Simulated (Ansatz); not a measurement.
Born–Oppenheimer molecular dynamics of CH7BFN (11 atoms, charge 0, multiplicity 1). It starts at the highest image of a converged band, a first-order saddle point between two minima.

These are results of Ansatz 0.2.0, RKS B3LYP/def2-mTZVP, not measurements.

| Item | Value |
| --- | --- |
| ensemble | NVE (velocity Verlet) |
| time step | 0.5 fs |
| steps asked | 200 |
| starting velocities drawn for | 300 K |
| seed | 9489 |

First frame:

```xyz
11
Properties=species:S:1:pos:R:3
B 0.093 -0.509 -0.044
F -0.689 0.594 1.257
H 1.177 -0.043 -0.165
H -0.708 -0.478 -0.917
N -0.069 -1.589 0.995
H -0.794 -2.272 0.799
C 1.092 -2.195 1.663
H 1.615 -2.897 1.010
H 1.789 -1.408 1.944
H 0.783 -2.722 2.567
H -0.585 -0.464 1.573
```

(1) What does the run give?

(2) What happens to the structure?

(3) How do temperature and energy run in time?

Answers

(1) The run went to its last step.

```yaml
steps_done: 200
time_covered: 100 fs
mean_temperature_over_the_second_half: 723 K
spread_of_the_potential_energy_over_the_second_half: 23.7 meV per atom
mean_potential_energy_of_the_second_half_above_the_start: -44.7 meV per atom
```

The conserved energy stayed within 0.17 meV per atom of its start (net change -0.035 meV per atom), so the integration is sound. The kinetic energy rose, since the run started high on the potential surface and went downhill. A run of 0.1 ps of so small a system gives no equilibrium averages. The orbitals stay closed-shell, which can raise the energy where a bond breaks towards radicals; this wasn't checked here.

(2) Between its relaxed ends the band would form F2–H11 and break B1–F2, N5–H11. These pairs go: F2–H11 1.11 → 2.43 Å, B1–F2 1.88 → 1.27 Å, N5–H11 1.37 → 1.01 Å. In the last frame they stand as before the step (other bonds may differ from the relaxed reactants and products). It ends as one piece, CH7BFN. Pairs count as bonded within 1.25 times the sum of covalent radii (0.12 Å more for H–H). Another seed would give other details.

(3) 
```tsv
time (fs)	T (K)	potential energy less start (eV)	conserved less start (meV/atom)
0	300	0.000	0.00
3	204	0.113	0.12
6	181	0.140	0.07
9	230	0.082	0.07
12	339	-0.045	0.04
15	400	-0.116	0.03
18	475	-0.202	0.10
21	757	-0.531	0.05
24	1098	-0.929	0.03
27	1226	-1.078	-0.05
30	936	-0.740	-0.01
33	669	-0.427	0.15
36	952	-0.758	-0.03
39	1117	-0.951	-0.04
42	998	-0.812	0.03
45	885	-0.680	0.01
48	740	-0.512	0.00
51	544	-0.284	0.06
54	536	-0.274	0.05
57	771	-0.548	-0.02
60	938	-0.743	-0.06
63	728	-0.499	-0.07
66	301	0.000	0.06
69	277	0.028	0.14
72	751	-0.525	-0.07
75	977	-0.788	-0.09
78	768	-0.543	0.05
81	564	-0.307	0.02
84	566	-0.309	0.09
87	752	-0.526	0.01
90	852	-0.642	0.03
93	967	-0.775	0.06
96	1038	-0.859	-0.05
99	964	-0.773	0.02
```

The run took 10 min on 2 threads of Intel(R) Xeon(R) Platinum 8259CL CPU @ 2.50GHz (Skylake/Cascade Lake), on a shared host, peak memory 0.21 GiB.
